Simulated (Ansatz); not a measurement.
`[NH]=[Nb]([NH2])([F])[Cl]`, relaxed with RKS PBE0-D4/def2-TZVP in Ansatz 0.2.0 from a PBE-D4/def2-SVP geometry. The force threshold is 0.005 eV/Å; the program also tests the step.

The species carries charge 0 and has multiplicity 1. Nb takes the def2 core potential.

Start:

```xyz
8

N    -0.547    0.344    1.561
Nb    0.237    0.592    0.013
N    -0.184   -1.063   -0.951
F    -0.494    2.089   -0.889
Cl    2.546    0.796    0.304
H    -0.972    0.336    2.493
H    -0.709   -1.874   -0.612
H     0.124   -1.219   -1.919
```

Task: How much energy does the relaxation release, and in how many steps? (Best estimate.)

Result: Computed: 3.51 kJ/mol, in 6 steps.

Task: Which bonds change most? (Best estimate.)

Result: Computed: Nb2–Cl5 from 2.336 to 2.315 Å; N1–Nb2 from 1.754 to 1.735 Å; N3–H7 from 1.024 to 1.008 Å; N3–H8 from 1.028 to 1.012 Å.

Task: Give the relaxed structure. (An estimate is asked.)

Result: The calculation gave: 
```xyz
8

N    -0.542    0.341    1.545
Nb    0.235    0.584    0.013
N    -0.183   -1.058   -0.949
F    -0.487    2.076   -0.872
Cl    2.522    0.798    0.300
H    -0.962    0.327    2.462
H    -0.710   -1.843   -0.601
H     0.127   -1.225   -1.898
```
